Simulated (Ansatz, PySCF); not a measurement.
Breaking the Be1–F2 bond in BeF2 (SMILES [F][Be][F]) (multiplicity 1 held, fragments rigid). Energies count from the point at 1.381 Å.
Geometry at that point (charge 0, multiplicity 1):
```xyz
3

Be     0.000     0.000     0.000
F      0.000     0.000    -1.381
F      0.000     0.000     1.381
```

U- levels take the lowest unrestricted solution at each point, which mixes spins at long bonds. Curves can end on different states.

Cores are frozen in the correlated methods. Rows in 6-31G* carry no dispersion term and start afresh at each structure (6-31G* with six Cartesian d functions).

Programs: Ansatz (Gaussian orbitals); PySCF for 6-31G* rows. Values without a source in brackets are computed.

Energies in eV.

```json
[
 {"R (Å)": "1.105", "U-PBE/aug-cc-pVTZ": "2.43", "U-r2SCAN/aug-cc-pVTZ": "2.35", "R-B3LYP/6-31G*": "2.48", "U-CCSD(T)/aug-cc-pVTZ": "2.43"},
 {"R (Å)": "1.243", "U-PBE/aug-cc-pVTZ": "0.47", "U-r2SCAN/aug-cc-pVTZ": "0.42", "R-B3LYP/6-31G*": "0.45", "U-CCSD(T)/aug-cc-pVTZ": "0.45"},
 {"R (Å)": "1.381", "U-PBE/aug-cc-pVTZ": "0.00", "U-r2SCAN/aug-cc-pVTZ": "0.00", "R-B3LYP/6-31G*": "0.00", "U-CCSD(T)/aug-cc-pVTZ": "0.00"},
 {"R (Å)": "1.519", "U-PBE/aug-cc-pVTZ": "0.22", "U-r2SCAN/aug-cc-pVTZ": "0.26", "R-B3LYP/6-31G*": "0.28", "U-CCSD(T)/aug-cc-pVTZ": "0.25"},
 {"R (Å)": "1.657", "U-PBE/aug-cc-pVTZ": "0.74", "U-r2SCAN/aug-cc-pVTZ": "0.83", "R-B3LYP/6-31G*": "0.89", "U-CCSD(T)/aug-cc-pVTZ": "0.80"},
 {"R (Å)": "1.865", "U-PBE/aug-cc-pVTZ": "1.70", "U-r2SCAN/aug-cc-pVTZ": "1.84", "R-B3LYP/6-31G*": "2.00", "U-CCSD(T)/aug-cc-pVTZ": "1.82"},
 {"R (Å)": "2.072", "U-PBE/aug-cc-pVTZ": "2.65", "U-r2SCAN/aug-cc-pVTZ": "(withheld)", "R-B3LYP/6-31G*": "3.11", "U-CCSD(T)/aug-cc-pVTZ": "2.83"},
 {"R (Å)": "2.417", "U-PBE/aug-cc-pVTZ": "4.01", "U-r2SCAN/aug-cc-pVTZ": "4.28", "R-B3LYP/6-31G*": "4.67", "U-CCSD(T)/aug-cc-pVTZ": "4.38"},
 {"R (Å)": "2.762", "U-PBE/aug-cc-pVTZ": "5.05", "U-r2SCAN/aug-cc-pVTZ": "5.33", "R-B3LYP/6-31G*": "5.86", "U-CCSD(T)/aug-cc-pVTZ": "5.59"},
 {"R (Å)": "3.177", "U-PBE/aug-cc-pVTZ": "5.84", "U-r2SCAN/aug-cc-pVTZ": "(withheld)", "R-B3LYP/6-31G*": "6.87", "U-CCSD(T)/aug-cc-pVTZ": "6.61"},
 {"R (Å)": "3.729", "U-PBE/aug-cc-pVTZ": "6.34", "U-r2SCAN/aug-cc-pVTZ": "(withheld)", "R-B3LYP/6-31G*": "7.74", "U-CCSD(T)/aug-cc-pVTZ": "7.15"},
 {"R (Å)": "4.420", "U-PBE/aug-cc-pVTZ": "6.61", "U-r2SCAN/aug-cc-pVTZ": "6.77", "R-B3LYP/6-31G*": "8.33", "U-CCSD(T)/aug-cc-pVTZ": "7.25"}
]
```

### Question
Fill in the missing entries.

### Answer

- 2.072, U-r2SCAN/aug-cc-pVTZ: 2.84
- 3.177, U-r2SCAN/aug-cc-pVTZ: 6.05
- 3.729, U-r2SCAN/aug-cc-pVTZ: 6.53

Doubts at one or more of the structures used: a spin-contaminated determinant (U-PBE/aug-cc-pVTZ, U-r2SCAN/aug-cc-pVTZ, U-CCSD(T)/aug-cc-pVTZ); a restricted determinant that unrestricted orbitals would lower (R-B3LYP/6-31G*); T1 above 0.05 (U-CCSD(T)/aug-cc-pVTZ); the program's own flag: other amplitudes (U-CCSD(T)/aug-cc-pVTZ).

Ansatz is a quantum-chemistry and plane-wave program.
